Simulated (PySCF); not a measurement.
# Electron correlation in Sc⁹⁺ (scandium, charge +9)

[Ne] 3s2, closed-shell 1S. Computed with PySCF 2.14 in an even-tempered Gaussian basis (19 s from 0.49 bohr⁻², ratio 2.5; 12 p from 0.64 bohr⁻², ratio 2.5; 5 d from 2.8 bohr⁻², ratio 2.7; 4 f from 4.2 bohr⁻², ratio 2.7), with scalar relativity by spin-free X2C-1e. Frozen: 1s2; 10 electrons correlated; the 23 highest virtual orbitals of each spin left out.

| level | correlation energy (mhartree) |
| --- | --- |
| CCSD | -395.37 |
| (T) | -2.53 |
| CCSD(T) | -397.90 |

Diagnostics: T1 = 0.0017, D1 = 0.0051, largest double amplitude 0.094.

Cost of the coupled-cluster step: about 4 core-seconds, for 10 correlated electrons.

Iterations:

```
CC2 = 0
CCSD nocc = 5, nmo = 84
frozen orbitals [0, 85, 86, 87, 88, 89, 90, 91, 92, 93, 94, 95, 96, 97, 98, 99, 100, 101, 102, 103, 104, 105, 106, 107]
max_cycle = 100
direct = 0
conv_tol = 1e-08
conv_tol_normt = 1e-06
diis_space = 8
diis_start_cycle = 0
Init t2, MP2 energy = -734.773140461394  E_corr(MP2) -0.377461410976061
Init E_corr(CCSD) = -0.377461410976065
cycle = 1  E_corr(CCSD) = -0.389343935512283  dE = -0.0118825245  norm(t1,t2) = 0.0322448
cycle = 2  E_corr(CCSD) = -0.393268975873024  dE = -0.00392504036  norm(t1,t2) = 0.0121449
cycle = 3  E_corr(CCSD) = -0.395378030910503  dE = -0.00210905504  norm(t1,t2) = 0.00466201
cycle = 4  E_corr(CCSD) = -0.395374670171837  dE = 3.36073867e-06  norm(t1,t2) = 0.000104557
cycle = 5  E_corr(CCSD) = -0.39537437921706  dE = 2.90954777e-07  norm(t1,t2) = 2.74278e-06
cycle = 6  E_corr(CCSD) = -0.395374596947918  dE = -2.17730858e-07  norm(t1,t2) = 2.64421e-07
cycle = 7  E_corr(CCSD) = -0.395374590616942  dE = 6.3309753e-09  norm(t1,t2) = 2.48525e-08
CCSD converged
E(CCSD) = -734.7910536410348  E_corr = -0.3953745906169425
CCSD(T) correction = -0.00253345605574594
```
